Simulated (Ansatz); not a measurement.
Input for Ansatz (a program for electronic structure): R-wB97X-V/def2-TZVPPD on HF (SMILES F) with ghost functions. Files ending in .json are basis or fitting sets from the Basis Set Exchange.

Ansatz 0.2 input:
```yaml
crystal:
  periodic: [false, false, false]
  atoms:
    - {symbol: F, position_ang: [0.07895835, 1.03358709, 3.15011595]}
    - {symbol: H, position_ang: [-0.31806731, 0.88955624, 2.29185379]}
basis:
  gaussian:
    orbitals: def2-TZVPPD.json
    ghost_atoms:
      - {symbol: N, position_ang: [-1.00135577, 0.59995557, 0.75958244]}
      - {symbol: Se, position_ang: [-0.20056191, -0.94693467, 0.04936699]}
      - {symbol: H, position_ang: [-0.82625228, 1.39768240, 0.15966990]}
      - {symbol: H, position_ang: [-2.00116174, 0.46821383, 0.85935833]}
      - {symbol: H, position_ang: [-0.92866737, -0.99732372, -1.24002666]}
hamiltonian:
  xc: {name: wB97X-V}
scf: {lower_state_search: off}
```

Program output:

```
WARN ansatz: RAYON_NUM_THREADS=1 ignored (pool sized by the plan → 1); use --threads N
Functional definition: wB97X-V
these checks for a lower state are left out or cut short: stability, starts, cluster_reference, orbital_swaps, neighbouring_geometries, increment
integrals: 0.15 GiB planned
1004 factors; their error is unknown
integrals: 0.18 GiB planned
261 factors; integrals over basis functions are off by at most 3.5e-5 eV
mean field: 1.04 GiB planned
mean field evaluation 1: about -2732.2352 eV, gradient 2.9e1 eV
mean field evaluation 2: about -2732.1144 eV, gradient 3.4e1 eV
mean field evaluation 4: about -2733.5252 eV, gradient 2.6e-1 eV
mean field evaluation 8: about -2733.5313 eV, gradient 1.0e-2 eV
mean field -2733.53126697 eV, -100.4554212073 hartree, gradient 1.5e-6 eV, S^2 0.000000; 0 other end points of the search recorded, 0 dependent functions left out
reference -2733.53126529 eV, -100.4554211455 hartree; 5, 5 occupied and 197, 197 virtual orbitals, 1004 factors
Total energy: -2733.53126529 eV, -100.4554211455 hartree
Checks for a lower state left out: stability, starts, cluster_reference, orbital_swaps, neighbouring_geometries, increment
```

Self-consistency was reached.

Cost: about 3 core-seconds (a rough figure).
